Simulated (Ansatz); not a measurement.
A nudged elastic band was laid between two geometries of C2H6ClFOSi (12 atoms, charge 0, multiplicity 1).

All numbers below come from RKS PBE0-D4/def2-SVP in Ansatz 0.2.0.

```yaml
movable_images: 5
climbing_image: yes
spring: 5.0 eV/Å²
optimiser: quadratic models (default)
start_path: through a guess of the saddle point
force_threshold: 0.03 eV/Å
iteration_limit: 60
end_points: relaxed
```

Initial state:

```xyz
12
Properties=species:S:1:pos:R:3
O -1.414 -1.154 0.632
C -0.044 -1.378 0.380
Si 0.782 0.321 0.459
C -0.129 1.409 -0.821
F -0.019 0.839 -2.056
Cl 0.583 3.050 -0.847
H -1.891 -1.983 0.525
H 0.141 -1.802 -0.628
H 0.422 -2.071 1.109
H 2.218 0.235 0.068
H 0.626 0.942 1.805
H -1.199 1.537 -0.594
```

Final state:

```xyz
12
Properties=species:S:1:pos:R:3
O -1.444 -1.398 0.417
C -0.042 -1.467 0.226
Si 0.715 0.258 0.444
C -0.111 1.368 -0.873
F 0.196 0.896 -2.115
Cl 0.472 3.052 -0.705
H -1.612 -1.243 1.353
H 0.125 -1.787 -0.816
H 0.442 -2.234 0.862
H 2.191 0.296 0.233
H 0.351 0.797 1.789
H -1.207 1.408 -0.780
```

Task: Which bonds break or form, and what moves?

Result: No bond is made or broken. The dihedral H7–O1–C2–H9 goes from -64 to 56°.

Task: Give the energies along the band, and the barrier.

Result: The forces met the threshold. The highest image is number 3 of 0 to 6, 0.065 eV above the first end and 0.037 eV above the last; the last end lies 0.027 eV above the first. A vibrational analysis at the climbing image gives one clearly imaginary mode, 302i cm⁻¹: a first-order saddle point.

| image | path coordinate (Å) | energy (eV) | dihedral H7–O1–C2–H9 (°) |
| --- | --- | --- | --- |
| 0 | 0.00 | 0.000 | -64 |
| 1 | 0.31 | 0.010 | -50 |
| 2 | 0.62 | 0.043 | -26 |
| 3 | 0.93 | 0.065 | 4 |
| 4 | 1.16 | 0.052 | 26 |
| 5 | 1.39 | 0.033 | 45 |
| 6 | 1.63 | 0.027 | 56 |

Task: What is the geometry of the highest image?

Result: 
```xyz
12
Properties=species:S:1:pos:R:3
O -1.449 -1.226 0.397
C -0.050 -1.420 0.250
Si 0.754 0.286 0.433
C -0.110 1.410 -0.846
F 0.114 0.923 -2.100
Cl 0.533 3.077 -0.722
H -1.755 -1.727 1.157
H 0.168 -1.840 -0.750
H 0.364 -2.137 0.981
H 2.215 0.277 0.131
H 0.491 0.837 1.794
H -1.198 1.485 -0.691
```

Task: What are the harmonic wavenumbers there?

Result: 302i, 54, 76, 122, 188, 274, 299, 385, 522, 606, 671, 725, 793, 808, 874, 933, 1080, 1101, 1137, 1199, 1287, 1339, 1351, 1448, 2244, 2255, 3037, 3097, 3124, 3921 cm⁻¹.

The run took 2.1 min on 2 threads of Arm Neoverse V2, with other jobs on the host, peak memory 0.31 GiB.
